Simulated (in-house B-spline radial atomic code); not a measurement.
## Rb⁸⁺: [Ne] 3s2 3p(3 up, 2 down) 3d10 4s(0 up, 1 down) 5f(1 up, 0 down) (an excited or competing configuration)

Method: non-relativistic Hartree-Fock with fractional occupations, spin-polarised, spherical fractional occupations, point nucleus. Calculated with an all-electron radial atomic-structure program (B-spline basis).

Effective charges: Z_r = [3n² - l(l+1)]/(2<r>) from the radius, Z_e = n√(-2ε) from the energy, and Slater's rules. Values are occupation-weighted means over spin.

```csv
shell,electrons,ε (eV),<r> (bohr),Z_r,Z_e,Slater
1s,2,-15183,0.04127,36.35,33.41,36.70
2s,2,-2210.8,0.1815,33.05,25.49,32.85
2p,6,-2017.2,0.1568,31.89,24.35,32.85
3s,2,-484.39,0.5119,26.37,17.90,26.10
3p,5,-409.82,0.513,24.37,16.46,26.10
3d,10,-286.31,0.4997,21.01,13.76,16.85
4s,1,-160.24,1.239,19.36,13.73,12.55
5f,1,-40.144,3.395,9.28,8.59,9.00
```

The least bound orbital is 5f up at -40.14 eV, and it is also the most diffuse (<r> = 3.395 bohr). The part-filled 3p shell lies below the filled 3d shell in orbital energy.

Caution: exact exchange at fractional occupations of open shells leaves self-interaction of up to several eV.
